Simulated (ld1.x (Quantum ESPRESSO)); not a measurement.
# indium: one change to a TM potential, before and after

ld1.x (Quantum ESPRESSO) 7.5 input, shortened:

```
&input
   title='In', zed=49., rel=1, dft='BLYP', iswitch=3,
   config='[Kr] 4d10 5s2 5p1'
 /
 &inputp
   pseudotype=2, tm=.true., lloc=-1, rcloc=1.80,
   nlcc=.true., new_core_ps=.true.
 /
3
5S  1  0   2.00   0.00  2.25  2.25  0.0
5P  2  1   1.00   0.00  2.70  2.70  0.0
4D  3  2  10.00   0.00  1.45  1.45  0.0
 &test
   configts(1)='4d10 5s2 5p1'
 /
```

Change: all radii but the core radius scaled by about 0.90 (s 2.02, p 2.44, d 1.30 bohr); local potential all-electron potential smoothed inside 1.62 bohr (lloc = -1).

Cutoffs: the cutoffs (Ry, on a coarse ladder) from which the occupation-weighted sum of valence levels, in a spherical-Bessel basis at the reference potential, stays within 10 and 1 mRy of its value at 400 Ry; they do not see the model core or the augmentation charge, which bear on the density cutoff. Errors are all-electron minus pseudo energies relative to the spin-unpolarised reference configuration.

Problem. What does the change do?

Solution. The potential gets neither clearly harder nor softer (80 Ry and 140 Ry → 90 Ry and 140 Ry); both files keep a bound ghost (s); the number of tests that count goes from 6 to 7; of the 6 tests that both files solve, the error grows in 0 and shrinks in 3 by more than 15 % and 0.3 meV (median size 2.3 → 1.6 meV). Less of the atom is replaced, so other configurations are described better.

| quantity | base | changed |
| --- | --- | --- |
| cutoff, loose | 80 Ry | 90 Ry |
| cutoff, tight | 140 Ry | 140 Ry |
| loose cutoff by channel (10 mRy a level) | s 18 Ry, p 6 Ry, d 70 Ry | s 12 Ry, p 6 Ry, d 70 Ry |
| bound ghosts | s | s |
| tests counted (converged, no solver errors) | 6 of 7 | 7 of 7 |
| error for 4d10 5s2 5p0, meV [ΔE 5.36 eV] | -3.1 | -2.3 |
| error for 4d10 5s1 5p0, meV [ΔE 24.68 eV] | -21 | -16 |
| error for 4d10 5s0 5p0, meV [ΔE 53.22 eV] | -55 | -54 |
| error for 4d10 5s1 5p2, meV [ΔE 5.87 eV] | -1.6 | -0.8 |
| error for 4d10 5s2 5p0.5, meV [ΔE 1.92 eV] | -0.6 | -0.4 |
| error for 4d10 5s2 5p1.3, meV [ΔE -0.51 eV] | +0.2 | +0.2 |

Base: Tests not counted: 4d9 5s2 5p2 (solver errors, printed error -16.3 eV). A true bound ghost makes a file unfit for plane-wave use even where its test errors are small: the radial tests pick states by their node count and pass the ghost by. Where a test does run into it, the solver fails or the error is huge.
